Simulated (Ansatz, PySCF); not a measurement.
System: AsF3, charge 1, multiplicity 2. 
Geometry from a B3LYP-D3(BJ)/def2-TZVP (Ansatz, a program for electronic structure) optimisation:
```xyz
4

F     -0.8812    -1.2699    -0.3512
As     0.0026    -0.0028     0.2837
F      1.5386    -0.1203    -0.3618
F     -0.6667     1.4004    -0.3271
```
Charge +1, spin multiplicity 2.

Total electronic energies in hartree. Cores are frozen in the correlated levels unless marked. UHF or UKS for open shells. Spin-orbit coupling is left out. The frozen core is the preceding noble-gas configuration, with the filled d and f shells of earlier blocks. Non-relativistic. Basis-set limits of correlation are two-point, X^-3; Hartree-Fock from the larger set. The bracket is a focal-point correction in the basis named.

```csv
level,program,energy (Eh)
RI-HF/aug-cc-pVQZ,Ansatz,-2532.37518
BLYP/def2-TZVPD,Ansatz,-2535.23498
B3LYP/def2-TZVPD,Ansatz,-2535.22384
PBE0-D3(BJ)/def2-TZVPD,Ansatz + dftd3,-2534.63363
r2SCANh/def2-TZVPD,Ansatz,-2535.03766
M06-2X/def2-TZVPD,PySCF,-2535.10501
HSE06-D4/def2-TZVPD,Ansatz + dftd4,-2534.62466
LC-wPBE-D3(BJ)/def2-TZVPD,Ansatz + dftd3,-2534.72201
B2PLYP-D4/def2-TZVPD,Ansatz + dftd4,-2534.62979
MP2/STO-3G,Ansatz,-2503.20055
"RI-MP2/CBS(cc-pVTZ,cc-pVQZ)",Ansatz,-2533.3796
CCSD/6-31G,Ansatz,-2532.13161
CCSD(T)/aug-cc-pVDZ,Ansatz,-2532.91666
"RI-MP2/CBS(aug-cc-pVTZ,aug-cc-pVQZ)+[CCSD(T)-MP2]/aug-cc-pVDZ",Ansatz,-2533.4080
"RI-MP2/CBS(cc-pVTZ,cc-pVQZ)+[CCSD(T)-MP2]/cc-pVTZ",Ansatz,-2533.4058
```

Totals of different functionals don't rank their quality; only differences between species are comparable.
